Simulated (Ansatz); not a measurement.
Consider the atomization: `[NH2][Zn][CH2]C=O` → 2 C• + 5 H• + N• + O• + Zn (atom).

Program: Ansatz. Geometries: PBE0-D4/def2-TZVP. ΔE: electronic, gas phase. CCSD(T)/CBS is the MP2 limit (def2-TZVPP, def2-QZVPP) plus CCSD(T) − MP2 in def2-TZVPP, frozen cores. This one scheme is used for every species, atoms too. Functionals use def2-TZVPP. No spin–orbit coupling; open shells (•) take unrestricted orbitals. Spin–orbit coupling would lower the free atoms: a little for C, O. Bonds to Zn are less sure, by a few kJ/mol each and by 10 to 20 or more in all where they break to atoms, as the def2 sets lack core-valence functions. Scalar relativity is left out up to krypton. Each species was taken in one conformer, which may not be the lowest.

CCSD(T)/CBS gives +37.18 eV.

**Question.** Another level gave +37.41 eV. Which?
A. MP2/def2-TZVPP
B. PBE-D4/def2-TZVPP
C. PBE0/def2-TZVPP
D. r2SCAN-D4/def2-TZVPP

**Answer.** D. r2SCAN-D4 37.41, PBE-D4 38.43, MP2/def2-TZVPP 37.11, PBE0 37.23 eV.

Largest T1 diagnostic among the species: 0.017.

The D4 term adds +0.27 eV with B3LYP and +0.14 eV with PBE0; it sums over pairs of atoms, weighted by their polarisabilities, and B3LYP, whose exchange is more repulsive, gets the larger term. In def2-TZVPP, CCSD(T) changes the Hartree–Fock value by +10.78 eV (the triples alone add +0.72 eV) and MP2 by +11.80 eV; breaking electron pairs costs correlation energy, which Hartree–Fock lacks. From PBE to PBE0 (25 % exact exchange), in def2-TZVPP and without D4, ΔE moves by −1.03 eV: exact exchange takes away binding that semilocal exchange gives to molecules.

B3LYP here is the variant with VWN-RPA as its local correlation; programs differ in this.

For atomizations the MP2-based limit and the directly extrapolated one differ by several kJ/mol either way, and by 10 to 25 for some Ge, Se and Sn compounds, so smaller differences from it don't rank the levels.
